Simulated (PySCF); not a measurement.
Coordinates in bohr (charge 0 multiplicity 2):
```
Ga   -0.5606    0.0000   -0.4190
H    -3.1499    0.0000    1.1786
F     2.2016    0.0000    1.4582
```

All numbers come from PySCF, UPBE0, basis Ga def2-TZVP, H def2-TZVP, F def2-TZVP (no relativity, density fitting).

This geometry of GaHF is a stationary point at this level.

Task: What is the point group?

Result: Cs.

Task: Is it a minimum?

Result: Yes: all harmonic wavenumbers are real.

Task: Which band is strongest in the infrared?

Result: 1721 cm⁻¹ (a'), 125 km/mol.

Task: Give the atomic charges and bond orders.

Result: 
```json
{"atom": "Ga1", "Mulliken": "0.43", "Löwdin": "0.24", "polar tensor": "0.81", "spin (Mulliken)": "0.69", "Mayer order to Ga1": "–"}
{"atom": "H2", "Mulliken": "-0.05", "Löwdin": "-0.08", "polar tensor": "-0.19", "spin (Mulliken)": "0.27", "Mayer order to Ga1": "0.86"}
{"atom": "F3", "Mulliken": "-0.38", "Löwdin": "-0.16", "polar tensor": "-0.62", "spin (Mulliken)": "0.04", "Mayer order to Ga1": "0.95"}
```

Task: What is the atomisation energy, with and without zero-point energy?

Result: 679 kJ/mol without, 661 kJ/mol with.

Only a few start shapes were tried, so a lower isomer may exist.
